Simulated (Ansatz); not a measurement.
Cost and result for the atomization energy of C₂HBr₂F, SMILES `F/C(Br)=C/Br` (6 atoms, 5 bonds).

```xyz
6

F    -1.065   -1.191    0.902
C    -0.279   -0.585    0.024
Br    0.103   -1.637   -1.460
C     0.146    0.647    0.255
Br    1.247    1.613   -0.886
H    -0.152    1.152    1.164
```

Charge 0, multiplicity 1. Correlated methods include outer-core shells of Br, which these sets cover unevenly. Scalar relativity is left out up to krypton. The structure was optimised at the PBE0-D4/def2-TZVP level. Program: Ansatz. All runs use 4 threads of a server CPU on a shared host. Times are those of one run each, without the atoms' runs, and a repeat can differ threefold. Electronic energies, without spin–orbit coupling; frozen cores. CCSD(T)/CBS adds CCSD(T) − MP2 in def2-TZVPP to the MP2 limit, and its time is that of the two runs behind it. T1 = 0.009. With those shells the extrapolation isn't a true limit. B3LYP takes the VWN-RPA correlation (the form of Gaussian; ORCA's B3LYP/G).

CCSD(T)/CBS is a level of theory with its own doubt, some kJ/mol a heavy atom from the limit and from the frozen cores, so smaller differences don't rank the functionals.

```csv
level,functions,wall time,atomization (kcal/mol),difference from CCSD(T)/CBS,per bond
PBE-D4/def2-TZVPP (with forces),203,1.6 s,533.0,30.1,6.0
PBE0-D4/def2-TZVPP,203,2.5 s,511.5,8.6,1.7
r2SCAN-D4/def2-TZVPP (with forces),203,3.6 s,509.0,6.1,1.2
B3LYP-D4/def2-TZVPP (with forces),203,3.6 s,498.3,-4.6,-0.9
B2PLYP/def2-TZVPP,203,4.3 s,494.3,-8.6,-1.7
ωB97X-V/def2-TZVPP,203,6 s,501.2,-1.7,-0.3
ωB97M-V/def2-TZVPP (with forces),203,9 s,501.0,-1.9,-0.4
MP2/def2-QZVPP,379,18 s,520.6,17.7,3.5
CCSD(T)/def2-TZVPP,203,120 s,485.7,-17.2,-3.4
CCSD(T)/CBS(def2),–,2.3 min,502.9,0.0,0.0
```

The D4 term adds +6.9 kcal/mol with B3LYP and +3.5 kcal/mol with PBE0; it sums over pairs of atoms, weighted by their polarisabilities, and B3LYP, whose exchange is more repulsive, gets the larger term. In def2-TZVPP, CCSD(T) changes the Hartree–Fock value by +159.8 kcal/mol (the triples alone add +15.2 kcal/mol) and MP2 by +184.6 kcal/mol; breaking electron pairs costs correlation energy, which Hartree–Fock lacks. From PBE to PBE0 (25 % exact exchange), in def2-TZVPP and without D4, the atomization energy moves by −20.9 kcal/mol: exact exchange takes away binding that semilocal exchange gives to molecules.
